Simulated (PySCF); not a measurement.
Nuclear quadrupole coupling in `CCCP(P)c1ccco1`

Compound: C7H12OP2.
Structure used (GFN2-xTB), in Å, numbered top down from 1:
```xyz
22
C7H12OP2 angstrom
C      2.850   -0.766   -0.803
C      1.605    0.077   -0.559
C      1.353    0.275    0.931
P     -0.248    1.128    1.371
P     -0.418    2.571   -0.240
C     -1.405   -0.026    0.592
C     -1.770   -1.318    0.849
C     -2.800   -1.623   -0.070
C     -2.999   -0.494   -0.803
O     -2.164    0.477   -0.407
H      3.723   -0.297   -0.355
H      3.028   -0.878   -1.870
H      2.731   -1.756   -0.368
H      0.739   -0.410   -1.015
H      1.727    1.055   -1.037
H      1.324   -0.692    1.444
H      2.159    0.861    1.383
H     -1.538    3.157    0.346
H      0.441    3.466    0.404
H     -1.349   -1.965    1.592
H     -3.322   -2.554   -0.166
H     -3.676   -0.268   -1.604
```

Field gradients from the PBE0/pcSseg-1 density (PySCF, non-relativistic), principal values in atomic units, ordered |Vxx| ≤ |Vyy| ≤ |Vzz|:

| atom | Vxx | Vyy | Vzz |
| --- | --- | --- | --- |
| O10 | -0.6786 | -0.7367 | 1.4153 |

Find the asymmetry η = (Vxx − Vyy)/Vzz and the couplings χ = eQV/h (234.96 MHz × Q in barn × V in au), with Q(17O) = −0.0256 b.

```json
{"atom": "O10", "environment": "furan-type oxygen", "nucleus": "17O", "η": "0.04", "χzz (MHz)": "-8.51", "χxx (MHz)": "4.08", "χyy (MHz)": "4.43"}
```

The gradient is axial or nearly so (η below 0.05) at O10. 

What is Vzz at O10 in SI units (1 au = 9.71736 × 10²¹ V/m²)?

1.4153 au = 13.753 × 10²¹ V/m².

And the gradient at the other heavy atoms, for which no coupling is worked out here?

```
atom                        environment  Vzz (au)     η
  C1                      methyl carbon     0.049  0.11
  C2                   chain CH2 carbon     0.078  0.80
  C3     sp3 carbon bound to phosphorus     0.092  0.18
  P4        three-coordinate phosphorus    -1.327  0.24
  P5        three-coordinate phosphorus    -1.105  0.05
  C6        substituted aromatic carbon     0.316  0.99
  C7                 aromatic CH carbon     0.184  0.22
  C8                 aromatic CH carbon     0.205  0.25
  C9  aromatic CH next to a ring oxygen    -0.326  0.92
```

Were the hydrogens deuterons (Q(2H) = 0.00286 b), χzz would run from 133 kHz (H19) to 235 kHz (H21 and H20).

One conformer (not necessarily the lowest) at the GFN2-xTB geometry, without solvent, vibrations or thermal averaging. GFN2-xTB bond lengths can be off by several hundredths of an ångström, more for odd bonds, and the gradients follow them. With a basis this small, the couplings can be 20 % off.
